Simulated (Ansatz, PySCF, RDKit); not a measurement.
Noncovalent pair: CH4O (SMILES CO) (first 6 atoms) with H4OSi (SMILES O[SiH3]); geometry from B3LYP-D3(BJ)/def2-TZVP, rigid monomers moved along the line of their centres of mass till O2···H9 is 2.50 Å.
(charge 0, multiplicity 1):
```xyz
12

C     -0.063     0.092     0.184
O     -0.998     0.348     1.236
H     -0.101    -0.951    -0.143
H      0.925     0.296     0.590
H     -0.239     0.751    -0.669
H     -1.890     0.168     0.922
O      0.186    -1.172     4.110
Si     1.281    -0.378     5.040
H     -0.235    -0.681     3.381
H      2.371     0.219     4.221
H      1.863    -1.372     5.967
H      0.668     0.721     5.829
```

Counterpoise-corrected where a basis set is named; no monomer relaxation. Rows marked so take none.

Rows in 3-21G, 6-31G*, STO-3G carry no dispersion term and start afresh at each structure (6-31G* with six Cartesian d functions).

Programs: Ansatz (Gaussian basis) for Hartree–Fock, density functionals and correlated methods; PySCF for 3-21G rows, 6-31G* rows, STO-3G rows, the dispersion terms; RDKit for the force fields. 

| level | interaction energy (kcal/mol) |
|---|---|
| MMFF94 | -3.87 |
| HF/STO-3G (no counterpoise) | -2.33 |
| HF/3-21G (no counterpoise) | -7.29 |
| PBE/def2-TZVPPD | -4.12 |
| B3LYP/3-21G (no counterpoise) | -8.16 |
| B3LYP/6-31G* (no counterpoise) | ? |
| B3LYP-D3(BJ)/def2-TZVPPD | -4.64 |
| B3LYP-D4/def2-TZVPPD | -4.65 |
| wB97X-V/def2-TZVPPD | ? |

Question: Some entries are withheld; supply them.

Answer: 
- B3LYP/6-31G* (no counterpoise), interaction energy (kcal/mol): -5.68
- wB97X-V/def2-TZVPPD, interaction energy (kcal/mol): -4.55

Ansatz is a program for electronic structure.
